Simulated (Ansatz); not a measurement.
Ansatz (an electronic-structure program) input (CCSD(T)/def2-QZVPPD):
A basis named .json is the Basis Set Exchange file of that set.

Ansatz 0.2 input:
```yaml
crystal:
  periodic: [false, false, false]
  atoms:
    - {symbol: Zr, position_ang: [-0.00000000, -0.00000000, -0.04472145]}
    - {symbol: H, position_ang: [0.00000000, 0.00000000, 1.78885793]}
basis:
  gaussian:
    orbitals: def2-QZVPPD.json
magnetization: {spin_polarized: true, initial_magnetization: 1}
correlation: {method: ccsd_t, electrons: outside_noble_gas}
```

Output:

```
Functional definition: HF
integrals: 0.26 GiB planned
689 factors; integrals over basis functions are off by at most 8.9e-4 eV
mean field: 0.22 GiB planned
mean field evaluation 1: about -1276.8521 eV, gradient 1.2e1 eV
mean field evaluation 2: about -1276.8546 eV, gradient 1.2e1 eV
mean field evaluation 4: about -1278.4609 eV, gradient 1.8e0 eV
mean field evaluation 8: about -1278.5999 eV, gradient 5.2e-1 eV
mean field evaluation 16: about -1279.0608 eV, gradient 1.8e-3 eV
mean field evaluation 32: about -1279.1970 eV, gradient 1.5e-1 eV
mean field evaluation 64: about -1276.8513 eV, gradient 1.2e1 eV
mean field evaluation 96: about -1278.6594 eV, gradient 7.7e-1 eV
mean field evaluation 128: about -1279.1900 eV, gradient 3.4e-2 eV
mean field evaluation 160: about -1279.1530 eV, gradient 3.5e-1 eV
mean field evaluation 192: about -1278.7710 eV, gradient 2.3e-1 eV
mean field evaluation 224: about -1278.9199 eV, gradient 1.5e-1 eV
mean field evaluation 256: about -1278.6775 eV, gradient 9.0e-1 eV
mean field evaluation 288: about -1278.9430 eV, gradient 6.7e-1 eV
mean field evaluation 320: about -1279.1878 eV, gradient 1.2e-1 eV
mean field evaluation 352: about -1279.1973 eV, gradient 1.2e-1 eV
mean field evaluation 384: about -1279.1900 eV, gradient 1.6e-2 eV
mean field evaluation 416: about -1279.1677 eV, gradient 5.2e-1 eV
mean field evaluation 448: about -1279.1912 eV, gradient 2.3e-1 eV
mean field evaluation 480: about -1279.1994 eV, gradient 1.6e-1 eV
mean field evaluation 512: about -1279.1836 eV, gradient 3.0e-1 eV
mean field evaluation 544: about -1278.6979 eV, gradient 1.4e0 eV
mean field evaluation 576: about -1278.7153 eV, gradient 9.5e-2 eV
mean field evaluation 608: about -1278.2769 eV, gradient 8.3e0 eV
mean field evaluation 640: about -1279.0659 eV, gradient 4.0e-1 eV
mean field evaluation 672: about -1274.6542 eV, gradient 1.2e1 eV
mean field evaluation 704: about -1278.3511 eV, gradient 2.3e0 eV
mean field evaluation 736: about -1279.1973 eV, gradient 1.8e-1 eV
mean field evaluation 768: about -1278.5932 eV, gradient 5.9e-3 eV
mean field evaluation 800: about -1278.7346 eV, gradient 1.4e-3 eV
mean field evaluation 832: about -1279.1981 eV, gradient 8.0e-3 eV
mean field evaluation 864: about -1278.3398 eV, gradient 1.6e0 eV
mean field evaluation 896: about -1278.1810 eV, gradient 7.2e-1 eV
mean field evaluation 928: about -1278.2174 eV, gradient 1.8e-1 eV
mean field evaluation 960: about -1278.5531 eV, gradient 5.3e-1 eV
mean field evaluation 992: about -1278.2392 eV, gradient 2.0e0 eV
mean field evaluation 1024: about -1278.7348 eV, gradient 1.0e-1 eV
mean field evaluation 1056: about -1277.2439 eV, gradient 1.9e-1 eV
mean field evaluation 1088: about -1277.5544 eV, gradient 1.1e0 eV
mean field evaluation 1120: about -1276.8382 eV, gradient 4.2e0 eV
mean field evaluation 1152: about -1277.9058 eV, gradient 1.8e0 eV
mean field evaluation 1184: about -1277.4159 eV, gradient 2.6e-4 eV
mean field evaluation 1216: about -1276.6091 eV, gradient 8.8e-1 eV
mean field evaluation 1248: about -1276.6056 eV, gradient 2.1e-1 eV
mean field evaluation 1280: about -1278.8969 eV, gradient 6.8e-1 eV
mean field evaluation 1312: about -1278.7587 eV, gradient 2.8e-1 eV
mean field evaluation 1344: about -1278.7532 eV, gradient 2.5e-1 eV
mean field evaluation 1376: about -1278.7806 eV, gradient 3.8e-1 eV
mean field evaluation 1408: about -1278.7102 eV, gradient 1.4e0 eV
mean field evaluation 1440: about -1278.7639 eV, gradient 3.0e-1 eV
mean field evaluation 1472: about -1278.7125 eV, gradient 6.8e-2 eV
mean field evaluation 1504: about -1278.7326 eV, gradient 4.5e-1 eV
mean field evaluation 1536: about -1278.9135 eV, gradient 1.2e-2 eV
mean field evaluation 1568: about -1278.8725 eV, gradient 3.0e-1 eV
mean field evaluation 1600: about -1278.5266 eV, gradient 2.8e-1 eV
mean field evaluation 1632: about -1278.2527 eV, gradient 6.0e0 eV
mean field evaluation 1664: about -1278.6275 eV, gradient 9.9e-1 eV
mean field evaluation 1696: about -1278.5674 eV, gradient 5.7e-4 eV
mean field evaluation 1728: about -1278.5674 eV, gradient 2.9e-3 eV
mean field evaluation 1760: about -1278.4979 eV, gradient 8.0e-3 eV
mean field evaluation 1792: about -1277.8646 eV, gradient 1.6e-1 eV
mean field evaluation 1824: about -1278.3996 eV, gradient 7.6e-4 eV
mean field evaluation 1856: about -1278.1866 eV, gradient 5.5e-3 eV
mean field evaluation 1888: about -1278.7441 eV, gradient 2.7e-1 eV
mean field evaluation 1920: about -1278.6670 eV, gradient 1.4e0 eV
mean field evaluation 1952: about -1278.8384 eV, gradient 3.7e-1 eV
mean field evaluation 1984: about -1279.1899 eV, gradient 3.9e-2 eV
mean field evaluation 2016: about -1278.7384 eV, gradient 2.3e-1 eV
mean field evaluation 2048: about -1278.7346 eV, gradient 6.1e-3 eV
mean field evaluation 2080: about -1278.3984 eV, gradient 9.3e-2 eV
mean field evaluation 2112: about -1278.9091 eV, gradient 1.2e-1 eV
mean field evaluation 2144: about -1278.6215 eV, gradient 9.4e-2 eV
mean field -1279.19806050 eV, -47.0096616517 hartree, gradient 6.0e-6 eV, S^2 1.521545; 53 other end points of the search recorded, 0 dependent functions left out
determinant -1279.19806050 eV, -47.0096616517 hartree, with singles and doubles -1281.54861197 eV, -47.0960428250 hartree
determinant -1279.19003251 eV, -47.0093666288 hartree, with singles and doubles -1281.54774716 eV, -47.0960110439 hartree
determinant -1279.17564317 eV, -47.0088378302 hartree, with singles and doubles -1281.56313146 eV, -47.0965764066 hartree
determinant -1279.06075803 eV, -47.0046158792 hartree, with singles and doubles -1281.43808695 eV, -47.0919811054 hartree
determinant -1278.91348887 eV, -46.9992038374 hartree, with singles and doubles -1281.32398136 eV, -47.0877878025 hartree
determinant -1278.88237816 eV, -46.9980605398 hartree, with singles and doubles -1281.16765870 eV, -47.0820430506 hartree
determinant -1278.76815210 eV, -46.9938628096 hartree, with singles and doubles -1281.18665138 eV, -47.0827410186 hartree
determinant -1278.74261276 eV, -46.9929242559 hartree, with singles and doubles -1281.11628671 eV, -47.0801551647 hartree
determinant -1278.73458555 eV, -46.9926292616 hartree, with singles and doubles -1281.07784150 eV, -47.0787423295 hartree
determinant -1278.72526120 eV, -46.9922865980 hartree, with singles and doubles -1281.50658733 eV, -47.0944984479 hartree
determinant -1278.71331698 eV, -46.9918476560 hartree, with singles and doubles -1281.10851695 eV, -47.0798696314 hartree
determinant -1278.66114761 eV, -46.9899304671 hartree, with singles and doubles -1281.36195811 eV, -47.0891834222 hartree
determinant -1278.62509221 eV, -46.9886054554 hartree, with singles and doubles -1281.19826281 eV, -47.0831677308 hartree
determinant -1278.59323880 eV, -46.9874348643 hartree, with singles and doubles -1281.17008687 eV, -47.0821322840 hartree
determinant -1278.56735392 eV, -46.9864836124 hartree, with singles and doubles -1280.99965076 eV, -47.0758688728 hartree
determinant -1278.56170324 eV, -46.9862759539 hartree, with singles and doubles -1281.43213802 eV, -47.0917624863 hartree
determinant -1278.53763783 eV, -46.9853915663 hartree, with singles and doubles -1280.88456830 eV, -47.0716396703 hartree
determinant -1278.49789541 eV, -46.9839310594 hartree, with singles and doubles -1280.92986647 eV, -47.0733043474 hartree
determinant -1278.42185967 eV, -46.9811367973 hartree, with singles and doubles -1280.96906236 eV, -47.0747447696 hartree
determinant -1278.39955399 eV, -46.9803170789 hartree, with singles and doubles -1280.79375575 eV, -47.0683023706 hartree
determinant -1278.39374104 eV, -46.9801034569 hartree, with singles and doubles -1280.74882911 eV, -47.0666513471 hartree
determinant -1278.18658385 eV, -46.9724905704 hartree, with singles and doubles -1280.48122615 eV, -47.0568171198 hartree
determinant -1277.86937390 eV, -46.9608333199 hartree, with singles and doubles -1280.46652382 eV, -47.0562768191 hartree
determinant -1277.71827054 eV, -46.9552803738 hartree, with singles and doubles -1280.52719998 eV, -47.0585066268 hartree
determinant -1277.41590179 eV, -46.9441685271 hartree, with singles and doubles -1279.95758274 eV, -47.0375735794 hartree
determinant -1277.25667592 eV, -46.9383170843 hartree, with singles and doubles -1279.62967463 eV, -47.0255231787 hartree
determinant -1276.87857231 eV, -46.9244220330 hartree, with singles and doubles -1279.09498832 eV, -47.0058738192 hartree
determinant -1276.72150773 eV, -46.9186500160 hartree, with singles and doubles -1279.48598905 eV, -47.0202428309 hartree
determinant -1279.19806050 eV, -47.0096616517 hartree, with singles and doubles -1281.49392867 eV, -47.0940332508 hartree
determinant -1279.19003251 eV, -47.0093666288 hartree, with singles and doubles -1281.49977669 eV, -47.0942481617 hartree
determinant -1279.17564317 eV, -47.0088378302 hartree, with singles and doubles -1281.51434901 eV, -47.0947836844 hartree
determinant -1279.06075803 eV, -47.0046158792 hartree, with singles and doubles -1281.36834177 eV, -47.0894180175 hartree
determinant -1278.91348887 eV, -46.9992038374 hartree, with singles and doubles -1281.27503816 eV, -47.0859891729 hartree
determinant -1278.88237816 eV, -46.9980605398 hartree, with singles and doubles -1281.14835065 eV, -47.0813334929 hartree
determinant -1278.76815210 eV, -46.9938628096 hartree, with singles and doubles -1281.27864621 eV, -47.0861217664 hartree
determinant -1278.74261276 eV, -46.9929242559 hartree, with singles and doubles -1281.08238591 eV, -47.0789093333 hartree
determinant -1278.73458555 eV, -46.9926292616 hartree, with singles and doubles -1281.05101139 eV, -47.0777563409 hartree
determinant -1278.72526120 eV, -46.9922865980 hartree, with singles and doubles -1281.44423716 eV, -47.0922071216 hartree
determinant -1278.71331698 eV, -46.9918476560 hartree, with singles and doubles -1281.08039010 eV, -47.0788359886 hartree
determinant -1278.66114761 eV, -46.9899304671 hartree, with singles and doubles -1281.33721116 eV, -47.0882739885 hartree
determinant -1278.62509221 eV, -46.9886054554 hartree, with singles and doubles -1281.39417842 eV, -47.0903674968 hartree
determinant -1278.59323880 eV, -46.9874348643 hartree, with singles and doubles -1281.36419040 eV, -47.0892654574 hartree
determinant -1278.56170324 eV, -46.9862759539 hartree, with singles and doubles -1281.32016862 eV, -47.0876476868 hartree
mean field evaluation 2176: about -1279.1851 eV, gradient 1.3e-1 eV
4 core orbitals not correlated
reference -1279.19003251 eV, -47.0093666288 hartree; 3, 2 occupied and 107, 108 virtual orbitals, 689 factors
second order -1.67245985 eV of doubles, -0.00000000 eV of singles
coupled cluster: 0.81 GiB planned
cycle   1  -2.30974280 eV  change    1.4e-6 eV  update   6.2e-6
cycle   2  -2.30974087 eV  change    1.9e-6 eV  update   5.7e-6
cycle   3  -2.30973666 eV  change    4.2e-6 eV  update   4.8e-6
cycle   4  -2.30973467 eV  change    2.0e-6 eV  update   3.6e-6
coupled cluster: 0.81 GiB planned
perturbative correction -0.10836457 eV, -0.0039823243 hartree
Total energy: -1281.60813175 eV, -47.0982301366 hartree
```

The spin state was set by rule; other spins were not relaxed.

The determinant is spin-contaminated: <S^2> is 1.49 against 0.75 for a pure state.
